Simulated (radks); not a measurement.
Q: Species: the molybdenum ion Mo4+. Configuration: [Kr] 5s2 (not the ground configuration). Calculated with a radial shooting solver on a logarithmic mesh with Libxc functionals: scalar-relativistic Kohn-Sham, SOGGA, spin-polarised, spherical densities, finite nucleus; Fermi nuclear charge, rms radius 4.4091 fm. Some entries of the table are withheld. Estimate them.

orbital,occ.,eigenvalue (eV),<r> (bohr),<r^2> (bohr^2)
1s,2,-19869.63,0.03518,0.001670
2s,2,-2859.422,0.1538,0.02788
2p,6,-2563.301,0.1340,0.02194
3s,2,(1),0.4289,(2)
3p,6,-439.3660,(3),0.2156
3d,10,-281.5071,0.4145,0.2065
4s,2,-120.7228,1.072,1.296
4p,6,-93.5224,1.167,(4)
4d,0,-53.6502,1.441,2.403
5s,2,-40.5411,2.415,6.501
5p,0,-32.9990,2.705,(5)

A: 
(1) 3s eigenvalue (eV): -536.3960
(2) 3s <r^2> (bohr^2): 0.2107
(3) 3p <r> (bohr): 0.4304
(4) 4p <r^2> (bohr^2): 1.548
(5) 5p <r^2> (bohr^2): 8.170
